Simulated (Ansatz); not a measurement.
Mulliken charges of CH3AlFNS (`N[C]1(F)[AlH][S]1`) from PBE/def2-TZVPP in Ansatz (PBE0-D4/def2-TZVP geometry).

```json
{"atom": "N1", "x (Å)": "0.025", "y (Å)": "0.538", "z (Å)": "1.349", "charge (e)": "-0.242"}
{"atom": "C2", "x (Å)": "0.466", "y (Å)": "0.172", "z (Å)": "0.055", "charge (e)": "0.133"}
{"atom": "F3", "x (Å)": "1.839", "y (Å)": "0.293", "z (Å)": "0.038", "charge (e)": "-0.165"}
{"atom": "Al4", "x (Å)": "-0.334", "y (Å)": "-0.857", "z (Å)": "-1.387", "charge (e)": "0.220"}
{"atom": "S5", "x (Å)": "-0.333", "y (Å)": "1.273", "z (Å)": "-1.270", "charge (e)": "-0.208"}
{"atom": "H6", "x (Å)": "0.185", "y (Å)": "-0.196", "z (Å)": "2.027", "charge (e)": "0.163"}
{"atom": "H7", "x (Å)": "-0.943", "y (Å)": "0.818", "z (Å)": "1.357", "charge (e)": "0.145"}
{"atom": "H8", "x (Å)": "-0.814", "y (Å)": "-2.098", "z (Å)": "-2.226", "charge (e)": "-0.045"}
```

Question: By hand: the dipole of these point charges (1 e Å = 4.8032 D).

Answer: Σ q r = (-0.322, -0.428, 0.261) e Å, of length 0.596 e Å = 2.86 D.

Question: How does the dipole of the full density compare? (Best estimate.)

Answer: Computed: (-0.419, -0.571, 0.094) e Å, 3.43 D; the point charges give 0.83 times that, at 18° from its direction.

Point charges leave out the atoms' own dipoles, such as those of lone pairs, and Mulliken's split depends on the basis, so the two needn't agree.
